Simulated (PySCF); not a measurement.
Point-charge models of `OC[C@@H]1CCCCOC1` against its computed dipole.

Coordinates (GFN2-xTB, Å) and charges (e) from the PBE0/pcSseg-1 density (PySCF):

```json
{"atom": "O1", "x": "3.315", "y": "0.813", "z": "-0.003", "Mulliken": "-0.4553", "IAO": "-0.5487", "Hirshfeld": "-0.2255", "ESP-fitted": "-0.5869"}
{"atom": "C2", "x": "2.359", "y": "-0.011", "z": "-0.623", "Mulliken": "+0.1586", "IAO": "-0.0449", "Hirshfeld": "+0.0024", "ESP-fitted": "-0.0054"}
{"atom": "C3", "x": "1.039", "y": "-0.096", "z": "0.154", "Mulliken": "-0.4338", "IAO": "-0.1352", "Hirshfeld": "-0.0412", "ESP-fitted": "+0.0909"}
{"atom": "C4", "x": "0.075", "y": "-1.074", "z": "-0.522", "Mulliken": "-0.1993", "IAO": "-0.2622", "Hirshfeld": "-0.0694", "ESP-fitted": "-0.3891"}
{"atom": "C5", "x": "-1.136", "y": "-1.392", "z": "0.360", "Mulliken": "-0.1975", "IAO": "-0.2519", "Hirshfeld": "-0.0693", "ESP-fitted": "+0.2584"}
{"atom": "C6", "x": "-2.310", "y": "-0.426", "z": "0.191", "Mulliken": "-0.2448", "IAO": "-0.2760", "Hirshfeld": "-0.0761", "ESP-fitted": "-0.0634"}
{"atom": "C7", "x": "-1.910", "y": "1.061", "z": "0.203", "Mulliken": "+0.0645", "IAO": "-0.0543", "Hirshfeld": "+0.0035", "ESP-fitted": "+0.1823"}
{"atom": "O8", "x": "-0.780", "y": "1.371", "z": "0.985", "Mulliken": "-0.5196", "IAO": "-0.3986", "Hirshfeld": "-0.1447", "ESP-fitted": "-0.4171"}
{"atom": "C9", "x": "0.446", "y": "1.313", "z": "0.301", "Mulliken": "+0.1701", "IAO": "-0.0509", "Hirshfeld": "-0.0032", "ESP-fitted": "+0.0445"}
{"atom": "H10", "x": "3.469", "y": "0.486", "z": "0.891", "Mulliken": "+0.2238", "IAO": "+0.3450", "Hirshfeld": "+0.1637", "ESP-fitted": "+0.3888"}
{"atom": "H11", "x": "2.189", "y": "0.432", "z": "-1.608", "Mulliken": "+0.1094", "IAO": "+0.1415", "Hirshfeld": "+0.0424", "ESP-fitted": "+0.1081"}
{"atom": "H12", "x": "2.763", "y": "-1.024", "z": "-0.767", "Mulliken": "+0.1021", "IAO": "+0.1150", "Hirshfeld": "+0.0315", "ESP-fitted": "+0.0528"}
{"atom": "H13", "x": "1.257", "y": "-0.477", "z": "1.160", "Mulliken": "+0.1132", "IAO": "+0.1179", "Hirshfeld": "+0.0304", "ESP-fitted": "+0.0590"}
{"atom": "H14", "x": "0.620", "y": "-2.000", "z": "-0.722", "Mulliken": "+0.1170", "IAO": "+0.1316", "Hirshfeld": "+0.0372", "ESP-fitted": "+0.0867"}
{"atom": "H15", "x": "-0.253", "y": "-0.673", "z": "-1.483", "Mulliken": "+0.1100", "IAO": "+0.1238", "Hirshfeld": "+0.0342", "ESP-fitted": "+0.0995"}
{"atom": "H16", "x": "-1.497", "y": "-2.397", "z": "0.134", "Mulliken": "+0.1161", "IAO": "+0.1353", "Hirshfeld": "+0.0378", "ESP-fitted": "-0.0421"}
{"atom": "H17", "x": "-0.820", "y": "-1.384", "z": "1.404", "Mulliken": "+0.1222", "IAO": "+0.1341", "Hirshfeld": "+0.0342", "ESP-fitted": "-0.0377"}
{"atom": "H18", "x": "-2.822", "y": "-0.628", "z": "-0.752", "Mulliken": "+0.1138", "IAO": "+0.1313", "Hirshfeld": "+0.0374", "ESP-fitted": "+0.0036"}
{"atom": "H19", "x": "-3.018", "y": "-0.616", "z": "1.000", "Mulliken": "+0.1205", "IAO": "+0.1354", "Hirshfeld": "+0.0378", "ESP-fitted": "+0.0079"}
{"atom": "H20", "x": "-1.742", "y": "1.407", "z": "-0.827", "Mulliken": "+0.0891", "IAO": "+0.1082", "Hirshfeld": "+0.0289", "ESP-fitted": "-0.0001"}
{"atom": "H21", "x": "-2.732", "y": "1.649", "z": "0.624", "Mulliken": "+0.1178", "IAO": "+0.1462", "Hirshfeld": "+0.0417", "ESP-fitted": "+0.0339"}
{"atom": "H22", "x": "1.138", "y": "1.930", "z": "0.882", "Mulliken": "+0.1166", "IAO": "+0.1520", "Hirshfeld": "+0.0365", "ESP-fitted": "+0.0641"}
{"atom": "H23", "x": "0.345", "y": "1.764", "z": "-0.698", "Mulliken": "+0.0854", "IAO": "+0.1054", "Hirshfeld": "+0.0297", "ESP-fitted": "+0.0614"}
```

Problem. Form Σ q r in debye for every column and set it beside the full dipole.

Solution. The full density gives (-0.68, -1.81, -0.39) D, 1.97 D in size; dipole vectors point from the negative to the positive end.

```csv
scheme,μx,μy,μz,size (D),share of the full size (%),angle to the full dipole (°)
Mulliken,-1.16,-1.76,-2.55,3.31,168,41
IAO,-1.04,-2.16,-1.26,2.70,137,17
Hirshfeld,-0.23,-0.83,-0.32,0.92,47,10
ESP-fitted,-0.71,-1.80,-0.41,1.97,100,1
```

Problem. Which set comes closest?

Solution. Length of the difference vector: ESP-fitted 0.04 D, IAO 1.00 D, Hirshfeld 1.08 D, Mulliken 2.22 D. Closest: ESP-fitted. 

Problem. What is left for the Hirshfeld atoms' own dipoles?

Solution. The shares of the density sum to the whole, so what Σ q r misses lies in dipoles about the nuclei. The atomic dipoles sum to (-0.68, -1.81, -0.39) − (-0.23, -0.83, -0.32) = (-0.45, -0.98, -0.07) D, 1.08 D in size.

Problem. With the origin at the mean of the coordinates, (0.000, 0.001, 0.012) Å, which are the largest single terms, by size, of the Mulliken dipole along the direction of the full one?

Solution. O1 +4.12, O8 +2.95, H10 -1.95, C5 -1.52, H16 +1.50 D; all 23 atoms together +2.51 D. The single terms depend on the origin, their sum doesn't.

Problem. Give the size of the full dipole in other units.

Solution. 1.97 D = 0.777 au = 0.411 e·Å = 6.59 × 10⁻³⁰ C·m.

One conformer (not necessarily the lowest) at the GFN2-xTB geometry, without solvent, vibrations or thermal averaging.
